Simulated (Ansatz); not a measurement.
Relaxation of BFH4N2 (8 atoms, charge 0, multiplicity 1), to a largest force component of 0.02 eV/Å in at most 40 steps.

Computed with Ansatz 0.2.0, RKS CAM-B3LYP-D4/def2-SVP.

```xyz
8
Properties=species:S:1:pos:R:3
B 0.000 0.000 0.000
N 0.000 0.000 1.550
H -0.877 -0.271 2.080
H 0.877 0.271 2.080
N 1.342 0.000 -0.775
H 1.809 -0.918 -1.027
H 1.794 0.918 -1.053
F -1.143 0.000 -0.660
```

Task: Where does it end, and by what steps?

Result: It converged. After 11 steps the energy has fallen by 1.467 eV; H7 moved furthest, 1.08 Å.

```json
{"step": "0", "energy less start (eV)": "0.0000", "largest force component (eV/Å)": "3.180", "accepted": "yes"}
{"step": "1", "energy less start (eV)": "-0.7695", "largest force component (eV/Å)": "1.594", "accepted": "yes"}
{"step": "2", "energy less start (eV)": "-0.9166", "largest force component (eV/Å)": "1.163", "accepted": "yes"}
{"step": "3", "energy less start (eV)": "-1.0116", "largest force component (eV/Å)": "0.836", "accepted": "yes"}
{"step": "4", "energy less start (eV)": "-1.0348", "largest force component (eV/Å)": "1.734", "accepted": "yes"}
{"step": "5", "energy less start (eV)": "-1.1893", "largest force component (eV/Å)": "0.810", "accepted": "yes"}
{"step": "6", "energy less start (eV)": "-1.3076", "largest force component (eV/Å)": "0.775", "accepted": "yes"}
{"step": "7", "energy less start (eV)": "-1.4036", "largest force component (eV/Å)": "0.541", "accepted": "yes"}
{"step": "8", "energy less start (eV)": "-1.4501", "largest force component (eV/Å)": "0.460", "accepted": "yes"}
{"step": "9", "energy less start (eV)": "-1.4669", "largest force component (eV/Å)": "0.059", "accepted": "yes"}
{"step": "10", "energy less start (eV)": "-1.4673", "largest force component (eV/Å)": "0.029", "accepted": "yes"}
{"step": "11", "energy less start (eV)": "-1.4673", "largest force component (eV/Å)": "0.006", "accepted": "yes"}
```

```xyz
8
Properties=species:S:1:pos:R:3
B 0.102 0.112 0.068
N 0.031 -0.144 1.453
H -0.844 -0.075 1.953
H 0.819 -0.406 2.027
N 1.279 0.037 -0.705
H 2.188 -0.210 -0.340
H 1.266 0.233 -1.696
F -1.040 0.453 -0.564
```

Whether the end is a true minimum wasn't checked by a vibrational analysis.

Run time: 18 s on 1 thread of Intel(R) Xeon(R) 6975P-C (Granite Rapids), on a shared host, peak memory 0.17 GiB.
